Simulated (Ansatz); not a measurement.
Total energies of 57-crown-19 (C₃₈H₇₆O₁₉) from Ansatz at PBE-D4/def2-TZVP, gas phase (1 Eh = 27.2114 eV = 2625.5 kJ/mol). The reference geometry is relaxed at r2SCAN-D4/def2-SVP.

```csv
state,geometry,energy (Eh)
charge 0 singlet,reference,-2920.47392
charge 1 doublet,reference,-2920.23391
charge -1 doublet,reference,-2920.43740
free C atom (triplet),–,-37.79597
free O atom (triplet),–,-75.00967
free H atom (doublet),–,-0.49962
```

Single mean-field runs in def2-TZVP are fitted with def2-universal-jkfit.

**Question.** Work out the vertical ionisation energy to the doublet.

**Answer.** E(charge 1 doublet) − E(charge 0 singlet) = -2920.23391 − (-2920.47392) = 0.24001 Eh = 6.53 eV. For comparison, −ε of the highest occupied level is 5.40 eV at this level, 1.13 eV less.

**Question.** Work out the vertical electron affinity, to the doublet.

**Answer.** E(charge 0 singlet) − E(charge -1 doublet) = -2920.47392 − (-2920.43740) = -0.03652 Eh = -0.99 eV; negative, so the extra electron isn't bound. The basis lacks diffuse functions, which makes affinities too small.

**Question.** Give the fundamental gap IE − EA, the Mulliken electronegativity (IE + EA)/2 and the hardness (IE − EA)/2.

**Answer.** From the values in Eh: IE − EA = 0.24001 − (-0.03652) = 0.27653 Eh = 7.52 eV; (IE + EA)/2 = 2.77 eV; (IE − EA)/2 = 3.76 eV. The HOMO–LUMO gap of the same run is 5.51 eV, 2.01 eV smaller than the fundamental gap.

**Question.** What is the binding energy per atom against free atoms?

**Answer.** Atoms: 38 × (-37.79597) + 19 × (-75.00967) + 76 × (-0.49962) = -2899.40171 Eh. Binding: -2899.40171 − (-2920.47392) = 21.07221 Eh = 573.40 eV, or 4.31 eV for each of 133 atoms (no zero-point energy, no counterpoise term).

At PBE-D4/def2-TZVP the gap within one spin of the charge 1 doublet nearly closes, so an electron or hole may be smeared out by delocalisation error. At PBE-D4/def2-TZVP the gap within one spin of the charge -1 doublet nearly closes, so an electron or hole may be smeared out by delocalisation error. At PBE-D4/def2-TZVP the highest occupied level of the charge -1 doublet lies above zero (up to 1.86 eV). By energy differences it is unbound by 0.99 eV (vertical, to the charge 0 singlet, at PBE-D4/def2-TZVP) and held by the finite basis.
